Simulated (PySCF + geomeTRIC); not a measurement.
A geometry relaxed with B3LYP-D3(BJ)/def2-TZVP (PySCF + geomeTRIC), charge 0, multiplicity 1:

```xyz
15

C     -0.1537     1.0945    -0.9262
H     -1.9121     0.9919     1.3785
C      1.4602    -0.2395     0.4603
H     -0.6931    -1.9377     0.6698
H      2.0157     0.6637     0.7162
C     -0.0152     0.0718     0.2007
H     -1.8379    -1.0040    -0.2983
H      1.9058    -0.6696    -0.4393
H     -1.2007     1.3446    -1.1044
H      1.5755    -0.9574     1.2733
H      0.2568     0.6854    -1.8540
H      0.3798     2.0142    -0.6879
S     -0.6491     0.7897     1.7899
C     -0.7786    -1.2084    -0.1352
H     -0.3772    -1.6531    -1.0506
```

Write the SMILES of this molecule.

`CC(C)(C)S`
